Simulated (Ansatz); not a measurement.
Geometry optimisation, Ansatz 0.2.0, RKS r2SCAN/STO-3G.

Input:

```yaml
crystal:
  periodic: [false, false, false]
  atoms:
    - { symbol: O, position_ang: [-1.4112, -2.0711, 1.2646] }
    - { symbol: B, position_ang: [-1.2061, -1.8169, -0.1692] }
    - { symbol: Si, position_ang: [0.5826, -1.567, -0.8118] }
    - { symbol: Si, position_ang: [1.6253, 0.191, 0.2342] }
    - { symbol: "N", position_ang: [0.9463, 1.7221, -0.4512] }
    - { symbol: Si, position_ang: [-0.6672, 2.0838, 0.2723] }
    - { symbol: H, position_ang: [-1.5473, -1.113, 1.6284] }
    - { symbol: H, position_ang: [-2.0636, -1.7477, -0.9384] }
    - { symbol: H, position_ang: [0.6201, -1.323, -2.2081] }
    - { symbol: H, position_ang: [1.3933, -2.7774, -0.4659] }
    - { symbol: H, position_ang: [1.2906, 0.1035, 1.7068] }
    - { symbol: H, position_ang: [3.0219, 0.1205, 0.0319] }
    - { symbol: H, position_ang: [0.7599, 1.6182, -1.4757] }
    - { symbol: H, position_ang: [-0.6365, 1.9772, 1.7576] }
    - { symbol: H, position_ang: [-1.6615, 1.1109, -0.2566] }
    - { symbol: H, position_ang: [-1.0695, 3.466, -0.0745] }
basis:
  gaussian: { orbitals: STO-3G }
hamiltonian:
  xc: r2scan
relax:
  f_tol: 0.02
  max_steps: 40
output:
  orbitals: {}
```

Launched with:

```bash
$ ansatz run input.yaml --threads 1 --pin off --max-ram 2048MiB --backend cpu --events-out ev --progress --plain --runs-dir out
```

Where does it end, and by what steps?

It converged. Limits of this set-up: minimal basis. After 24 steps the energy has fallen by 1.853 eV; H7 moved furthest, 1.49 Å.

```csv
step,energy less start (eV),largest force component (eV/Å),accepted
0,0.0000,3.023,yes
1,-0.4767,1.603,yes
2,-0.7928,2.250,yes
3,-1.1189,2.609,yes
4,-1.3584,2.141,yes
5,-1.5599,2.766,yes
6,-1.7259,1.012,yes
7,-1.6654,0.833,no
8,-1.7876,0.306,yes
9,-1.8120,0.144,yes
10,-1.8310,0.163,yes
11,-1.8365,0.117,yes
12,-1.8390,0.093,yes
13,-1.8414,0.088,yes
14,-1.8434,0.135,yes
15,-1.8457,0.187,yes
16,-1.8474,0.242,yes
17,-1.8478,0.269,yes
18,-1.8512,0.098,yes
19,-1.8518,0.042,yes
20,-1.8521,0.059,yes
21,-1.8526,0.025,yes
22,-1.8527,0.030,yes
23,-1.8528,0.032,yes
24,-1.8529,0.012,yes
```

```xyz
16
Properties=species:S:1:pos:R:3
O -1.629 -2.055 1.081
B -1.235 -1.684 -0.167
Si 0.685 -1.676 -0.579
Si 1.734 0.262 0.003
N 0.880 1.757 -0.381
Si -0.631 2.136 0.425
H -2.644 -2.005 1.148
H -2.043 -1.376 -0.969
H 0.880 -1.890 -1.999
H 1.382 -2.754 0.096
H 1.934 0.287 1.438
H 3.032 0.330 -0.643
H 0.814 1.914 -1.409
H -0.372 2.259 1.843
H -1.647 1.101 0.266
H -1.163 3.371 -0.107
```

Time of the run: 3.3 min on 1 thread of Intel(R) Xeon(R) Platinum 8375C CPU @ 2.90GHz (Ice Lake), on a shared host, peak memory 0.21 GiB.
